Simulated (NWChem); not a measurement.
Species: SiO$_{2}$ anion, doublet

```xyz
3

O     -1.4759     0.0000    -0.2738
Si     0.0000     0.0000     0.2934
O      1.4759     0.0000    -0.2738
```
Atoms are numbered in this order, from 1.

All runs: NWChem. Geometry optimised at B3LYP/def2-SVPD; all other runs use it. Pople sets run with spherical d functions. Spin-unrestricted. In the optimisation the excess spin sits in a1 (C2v, its own frame). Sets without diffuse functions describe the anion's extra electron poorly. The highest occupied level is positive in some or all of these runs, so the extra electron may be held by the finite basis.

```json
[
 {"quantity": "A(iso) 17O atom 3 (MHz)", "level": "UHF/IGLO-II", "value": "-61.8"},
 {"quantity": "cavity-dispersion-structure term (kcal/mol) in ethyl acetate", "level": "M06-2X/6-31+G*, SMD", "value": "-2.1"},
 {"quantity": "charge (e), Mulliken O1", "level": "UHF/6-31G*", "value": "[?]"},
 {"quantity": "highest occupied level (eV)", "level": "revPBE/6-31+G*", "value": "0.45"},
 {"quantity": "highest harmonic frequency (cm⁻¹)", "level": "B3LYP/def2-SVPD", "value": "[?]"}
]
```

Question: Complete the blanks.

Answer: 
- charge (e), Mulliken O1, value: -0.88
- highest harmonic frequency (cm⁻¹), value: 1158
